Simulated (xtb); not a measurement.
BFO, charge -1, doublet, from a rough starting geometry (a state made from the parent by changing its charge; the spin is typed, not shown lowest); GFN2-xTB (xtb).

Input for xtb:
```
$ xtb mol.xyz --gfn 2 --chrg -1 --uhf 1 --opt vtight --json

# file mol.xyz
3

F     -1.17553378     0.10907283     0.04693497
B      0.03285139    -0.06518300    -0.01420239
O      1.23372276    -0.10453386     0.01166307
```

Output, abridged:

```
   ID    Z sym.   atoms
    1    9 F      1
    2    5 B      2
    3    8 O      3

           -------------------------------------------------
          |                Calculation Setup                |
           -------------------------------------------------

           -------------------------------------------------
          |                 G F N 2 - x T B                 |
           -------------------------------------------------

          ...................................................
          :                      SETUP                      :
          :.................................................:
          :  # basis functions                  12          :
          :  # atomic orbitals                  12          :
          :  # shells                            6          :
          :  # electrons                        17          :
          :  max. iterations                   250          :
          :  Hamiltonian                  GFN2-xTB          :
          :  restarted?                      false          :
          :  GBSA solvation                  false          :
          :  PC potential                    false          :
          :  electronic temp.          300.0000000     K    :
          :  accuracy                    1.0000000          :
          :  -> integral cutoff          0.2500000E+02      :
          :  -> integral neglect         0.1000000E-07      :
          :  -> SCF convergence          0.1000000E-05 Eh   :
          :  -> wf. convergence          0.1000000E-03 e    :
          :  Broyden damping             0.4000000          :
          :  net charge                         -1          :
          :  unpaired electrons                  1          :
          ...................................................

 iter      E             dE          RMSdq      gap      omega  full diag
   1    -10.0562546 -0.100563E+02  0.137E+01    0.11       0.0  T
   2    -10.1623598 -0.106105E+00  0.813E+00    0.15       1.0  T
   3    -10.1691574 -0.679753E-02  0.266E+00    0.21       1.0  T
   4    -10.1700135 -0.856173E-03  0.691E-01    0.25       1.0  T
   5    -10.1700339 -0.203496E-04  0.183E-01    0.26       1.0  T
   6    -10.1700354 -0.153248E-05  0.323E-02    0.26       1.8  T
   7    -10.1700365 -0.108275E-05  0.138E-02    0.26       4.2  T
   8    -10.1700364  0.131859E-06  0.834E-03    0.26       6.9  T
   9    -10.1700366 -0.210242E-06  0.178E-03    0.26      32.5  T
  10    -10.1700366 -0.734110E-08  0.916E-04    0.26      63.0  T
  11    -10.1700366 -0.260428E-08  0.350E-06    0.26   16496.3  T

   *** convergence criteria satisfied after 11 iterations ***

         :::::::::::::::::::::::::::::::::::::::::::::::::::::
         ::                     SUMMARY                     ::
         :::::::::::::::::::::::::::::::::::::::::::::::::::::
         :: total energy             -10.083839467356 Eh    ::
         :: gradient norm              0.347540072330 Eh/a0 ::
         :: HOMO-LUMO gap              0.259236494372 eV    ::
         ::.................................................::
         :: SCC energy               -10.170036597580 Eh    ::
         :: -> isotropic ES            0.277738475861 Eh    ::
         :: -> anisotropic ES         -0.003878154093 Eh    ::
         :: -> anisotropic XC         -0.005144081064 Eh    ::
         :: -> dispersion             -0.000844048284 Eh    ::
         :: repulsion energy           0.086197130224 Eh    ::
         :: add. restraining           0.000000000000 Eh    ::
         :: total charge              -1.000000000000 e     ::
         :::::::::::::::::::::::::::::::::::::::::::::::::::::

      -----------------------------------------------------------
     |                   =====================                   |
     |                        A N C O P T                        |
     |                   =====================                   |
[...]
 * total energy  :   -10.2159477 Eh     change       -0.6965955E-02 Eh
 * total energy  :   -10.2174321 Eh     change       -0.1484397E-02 Eh
 * total energy  :   -10.2177670 Eh     change       -0.3348619E-03 Eh
 * total energy  :   -10.2177741 Eh     change       -0.7104811E-05 Eh
 * total energy  :   -10.2177763 Eh     change       -0.2212066E-05 Eh
 * total energy  :   -10.2177894 Eh     change       -0.1306594E-04 Eh
 * total energy  :   -10.2178070 Eh     change       -0.1764282E-04 Eh
 * total energy  :   -10.2178221 Eh     change       -0.1514284E-04 Eh
 * total energy  :   -10.2178274 Eh     change       -0.5268751E-05 Eh
 * total energy  :   -10.2178298 Eh     change       -0.2333845E-05 Eh
 * total energy  :   -10.2178306 Eh     change       -0.8093195E-06 Eh
 * total energy  :   -10.2178306 Eh     change       -0.1217799E-09 Eh
   *** GEOMETRY OPTIMIZATION CONVERGED AFTER 18 ITERATIONS ***
         :: total energy             -10.217830560472 Eh    ::
[...]
         :: HOMO-LUMO gap              3.315615521632 eV    ::
         ::.................................................::
         :: SCC energy               -10.251534754141 Eh    ::
         :: -> isotropic ES            0.246094302604 Eh    ::
         :: -> anisotropic ES         -0.001360922662 Eh    ::
         :: -> anisotropic XC         -0.001805054578 Eh    ::
         :: -> dispersion             -0.000859923409 Eh    ::
         :: repulsion energy           0.033704193668 Eh    ::
         :: add. restraining           0.000000000000 Eh    ::
         :: total charge              -1.000000000000 e     ::
         :::::::::::::::::::::::::::::::::::::::::::::::::::::

           -------------------------------------------------
          |                Property Printout                |
           -------------------------------------------------

    * Orbital Energies and Occupations

         #    Occupation            Energy/Eh            Energy/eV
      -------------------------------------------------------------
         1        2.0000           -0.4604936             -12.5307
         2        2.0000           -0.3844819             -10.4623
         3        2.0000           -0.2216565              -6.0316
         4        2.0000           -0.2016792              -5.4880
         5        2.0000           -0.1929926              -5.2516
         6        2.0000           -0.1825432              -4.9673
         7        2.0000           -0.1693916              -4.6094
         8        2.0000           -0.1587400              -4.3195
         9        1.0000           -0.0012920              -0.0352 (HOMO)
        10                          0.1205546               3.2805 (LUMO)
        11                          0.2863558               7.7921
        12                          0.9064937              24.6669
      -------------------------------------------------------------
                  HL-Gap            0.1218466 Eh            3.3156 eV
             Fermi-level           -0.0101924 Eh           -0.2773 eV

     #   Z          covCN         q      C6AA      α(0)
     1   9 F        0.628    -0.601    16.374     4.775
     2   5 B        1.417     0.276    43.216    13.847
     3   8 O        0.789    -0.675    28.093     7.104

 Mol. C6AA /au·bohr⁶  :        241.520919
 Mol. C8AA /au·bohr⁸  :       6409.295926
 Mol. α(0) /au        :         25.726165

Wiberg/Mayer (AO) data.
largest (>0.10) Wiberg bond orders for each atom

 ---------------------------------------------------------------------------
     #   Z sym  total        # sym  WBO       # sym  WBO       # sym  WBO
 ---------------------------------------------------------------------------
     1   9 F    0.670 --     2 B    0.616
     2   5 B    2.552 --     3 O    1.936     1 F    0.616
     3   8 O    1.990 --     2 B    1.936
 ---------------------------------------------------------------------------

Topologies differ in total number of bonds
Writing topology from bond orders to xtbtopo.mol

molecular dipole:
                 x           y           z       tot (Debye)
 q only:       -0.021      -0.670      -0.485
   full:       -0.107      -0.451      -0.347       1.470
molecular quadrupole (traceless):
                xx          xy          yy          xz          yz          zz
 q only:       -7.190       0.833       3.607       0.075      -0.036       3.583
  q+dip:       -7.392       1.281       3.484       0.325      -0.449       3.908
   full:       -7.901       0.928       3.528       0.041      -0.958       4.373

optimized geometry written to: xtbopt.xyz

           -------------------------------------------------
          | TOTAL ENERGY              -10.217830560472 Eh   |
          | GRADIENT NORM               0.000006904681 Eh/α |
          | HOMO-LUMO GAP               3.315615521632 eV   |
           -------------------------------------------------
```
